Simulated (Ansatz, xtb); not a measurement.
Process, species as SMILES: Brc1ccncc1 [4-bromopyridine] + 10 [H][H] (H2) → Br (HBr) + 5 C (CH4) + N (NH3)
Each molecule is optimised on its own at B3LYP-D3(BJ)/def2-TZVP (Ansatz, an electronic-structure program). Unstable Hartree-Fock reference: Brc1ccncc1.

Wanted: energy of full hydrogenation (electronic energy difference), in kcal/mol. Valence correlation only, unless marked. Spin-orbit coupling is left out. Frozen are the shells of the preceding noble gas and the d and f shells that filled before the atom's block. No relativistic terms. CBS marks a two-point X^-3 extrapolation of the correlation energy; Hartree-Fock from the larger set.

```
level                                program  energy of full hydrogenation (kcal/mol)
----------------------------  --------------  ---------------------------------------
GFN1-xTB                                 xtb                                   -307.4
HF/aug-cc-pVDZ                        Ansatz                                   -226.9
RI-HF/aug-cc-pVQZ                     Ansatz                                   -219.5
B97M-V/def2-TZVPD                     Ansatz                                   -199.8
B3LYP/def2-TZVPD                      Ansatz                                   -194.2
PBE0/6-31G*                           Ansatz                                   -202.9
PBE0/def2-TZVP                        Ansatz                                   -202.3
HSE06-D4/def2-TZVPD           Ansatz + dftd4                                   -199.0
B2PLYP-D3(BJ)/def2-TZVPD      Ansatz + dftd3                                   -185.1
RI-MP2/cc-pVTZ                        Ansatz                                   -184.3
RI-MP2/cc-pVQZ                        Ansatz                                   -183.5
SCS-MP2/6-31G*                        Ansatz                                   -171.6
SCS-MP2/cc-pVDZ                       Ansatz                                   -187.8
CCSD/CBS(cc-pVTZ,cc-pVQZ)             Ansatz                                   -204.7
CCSD(T)/CBS(cc-pVTZ,cc-pVQZ)          Ansatz                                   -193.3
```
